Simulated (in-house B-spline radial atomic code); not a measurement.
A calculation on Ag (an excited or competing configuration): its settings, and results tabulated from the run. All numbers are computed (scalar-relativistic (X2C) r2SCAN0, spin-polarised, spherical fractional occupations, exact exchange averaged over the configuration; Fermi nucleus of rms radius 4.5454 fm) with a B-spline radial code for spherical atoms, not measured.

Command:
```bash
python run_scf.py task.json out
```
Settings (nuclear radius in fm, mass in u):
```
Z                47
configuration    [Kr] 4d9 5s1 6f1
hamiltonian      x2c
method           r2scan0
spin_polarised   True
nucleus          fermi
rms_radius       4.5454
atomic_mass      106.90509
speed_of_light   137.035999084
exact_exchange   averaged over the configuration
```

Output (hartree, bohr):
```
 radial grid: 94 intervals, B-splines of order 8, outer radius 245.7 bohr

 iter        energy (Eh)    residual
    1       -5314.977051    9.44e-02
    2       -5314.987315    2.58e-03
    3       -5314.987379    1.11e-03
    4       -5314.987398    6.88e-04
    5       -5314.987415    1.43e-04
    6       -5314.987418    4.33e-05
    7       -5314.987418    1.26e-05
    8       -5314.987418    7.16e-06
    9       -5314.987419    1.39e-06
   10       -5314.987419    2.34e-07

 total energy                     -5314.98742
 kinetic                            5562.3729
 electron-nucleus                 -12871.8774
 Hartree                            2144.7170
 exact exchange                      -36.8569
 exchange-correlation               -113.3430

 orbital      occ     eigenvalue          <r>       <r^2>       <1/r>       r_max
 1s up      1.000      -934.3536    0.0305639  0.00127358      51.428     0.01951
 1s down    1.000      -934.3521    0.0305639  0.00127358     51.4279     0.01951
 2s up      1.000      -139.1519      0.13436   0.0213539     11.6267      0.1138
 2s down    1.000      -139.1404     0.134356   0.0213529      11.627      0.1138
 2p up      3.000      -124.7783     0.117455   0.0168656     10.8884     0.09091
 2p down    3.000      -124.7693      0.11745   0.0168642     10.8888      0.0909
 3s up      1.000       -26.3886     0.367186     0.15437     4.03995      0.3321
 3s down    1.000       -26.3832     0.367198    0.154367     4.03932      0.3322
 3p up      3.000       -21.6015     0.366535    0.156106     3.78189      0.3255
 3p down    3.000       -21.5958     0.366518    0.156074     3.78159      0.3256
 3d up      5.000       -14.0480     0.345492    0.142156     3.53166      0.2743
 3d down    5.000       -14.0374     0.345584     0.14223     3.53073      0.2744
 4s up      1.000        -4.2290     0.913808    0.945722     1.51756      0.8241
 4s down    1.000        -4.1818     0.913371    0.944664     1.51837      0.8238
 4p up      3.000        -2.8154      1.00007     1.14566     1.35454      0.8776
 4p down    3.000        -2.7644     0.997857     1.13963     1.35715      0.8769
 4d up      5.000        -0.7821      1.32843     2.12978     1.01078       1.026
 4d down    4.000        -0.7370      1.31835     2.09289     1.01749       1.025
 5s up      1.000        -0.4936      2.70192     8.27558    0.472985       2.318
 6f up      1.000        -0.0118      45.9884     2385.82   0.0289797       52.88
```

Run time, properties included: 2.8 s on 1 thread of Arm Neoverse V1, with other jobs on the host.

One-electron X2C: radii and densities carry no picture-change correction, so inner-shell <1/r> comes out high (for 1s by about 2 % at Z = 33, 5 % at 54, 10 % at 75, 30 % at 118) and <r> low.
